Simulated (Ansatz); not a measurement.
Ge(eta1-allyl)2H2 (C₆H₁₂Ge). The state is a singlet with charge 0. Geometry PBE-D4/def2-SVP, basis def2-TZVP, Ansatz.

Cartesian coordinates in Å:
```
Ge -0.263 -0.288 -0.013
C -0.065 0.996 1.499
C -1.144 0.803 2.515
C -0.998 0.213 3.717
H -0.096 2.014 1.055
H 0.944 0.842 1.935
H -2.151 1.153 2.220
H -0.017 -0.158 4.063
H -1.852 0.081 4.399
C 1.065 0.101 -1.449
C 1.021 -0.939 -2.522
C 0.475 -0.788 -3.744
H 2.060 0.140 -0.956
H 0.838 1.112 -1.846
H 1.448 -1.924 -2.255
H 0.028 0.170 -4.062
H 0.453 -1.615 -4.469
H -1.696 -0.179 -0.608
H -0.049 -1.733 0.520
```

| run | HOMO (eV) | LUMO (eV) |
| --- | --- | --- |
| A | -5.85 | -0.96 |
| B | -5.85 | -1.41 |
| C | -6.70 | -0.20 |
| D | -5.51 | -1.03 |
| E | -5.67 | -1.17 |

The runs used BLYP, LDA (SPW92), PBE, PBE0, r2SCAN. Estimate which is which.

A r2SCAN (0 % exact exchange); B LDA (SPW92) (0 % exact exchange); C PBE0 (25 % exact exchange); D BLYP (0 % exact exchange); E PBE (0 % exact exchange). Exact exchange lowers occupied and raises empty levels; among semilocal functionals meta-GGAs tend to open the gap a little, and such runs are hard to tell apart. The gap grows from 4.44 eV (LDA (SPW92)) to 6.50 eV (PBE0).
